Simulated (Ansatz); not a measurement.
Geometry optimisation, RKS BLYP-D4/6-31G* (Ansatz 0.2.0).

Input:

```yaml
crystal:
  periodic: [false, false, false]
  atoms:
    - { symbol: Si, position_ang: [-0.099993, 0.040039, 0.020901] }
    - { symbol: O, position_ang: [-0.158543, 0.20117, 1.703249] }
    - { symbol: H, position_ang: [-1.081064, 0.183156, 2.03028] }
    - { symbol: H, position_ang: [1.354398, 0.148618, -0.276091] }
    - { symbol: H, position_ang: [-0.8324, 1.182537, -0.625578] }
    - { symbol: "N", position_ang: [-0.977918, -1.345261, -0.534502] }
    - { symbol: H, position_ang: [-0.574464, -2.276021, -0.435718] }
    - { symbol: H, position_ang: [-1.603051, -1.260624, -1.33489] }
    - { symbol: F, position_ang: [1.083835, -2.258115, 1.096862] }
    - { symbol: H, position_ang: [0.773201, -1.784698, 1.847188] }
basis:
  gaussian: { orbitals: "6-31G*" }
hamiltonian:
  xc: blyp
  dispersion: d4
relax:
  f_tol: 0.03
  max_steps: 50
```

Launched with:

```bash
$ ansatz run input.yaml --threads 1 --pin off --max-ram 2048MiB --backend cpu --events-out ev --progress --plain --runs-dir out
```

**Question.** Where does it end, and by what steps?

**Answer.** The run converged. After 7 steps the energy has fallen by 0.183 eV; F9 moved furthest, 0.36 Å.

```csv
step,energy less start (eV),largest force component (eV/Å),accepted
0,0.0000,0.616,yes
1,-0.0625,1.501,yes
2,-0.1492,0.681,yes
3,-0.1750,0.358,yes
4,-0.1805,0.068,yes
5,-0.1817,0.044,yes
6,-0.1826,0.046,yes
7,-0.1828,0.028,yes
```

```xyz
10
Properties=species:S:1:pos:R:3
Si -0.108 0.088 -0.059
O -0.022 0.043 1.657
H -0.914 -0.016 2.061
H 1.332 0.244 -0.407
H -0.907 1.257 -0.545
N -0.949 -1.318 -0.595
H -0.547 -2.234 -0.391
H -1.579 -1.312 -1.395
F 0.934 -2.384 1.396
H 0.644 -1.536 1.769
```

Whether the end is a true minimum wasn't checked by a vibrational analysis.

Run time: 38 s on 1 thread of Intel(R) Xeon(R) Platinum 8259CL CPU @ 2.50GHz (Skylake/Cascade Lake), with other jobs on the host, peak memory 0.16 GiB.
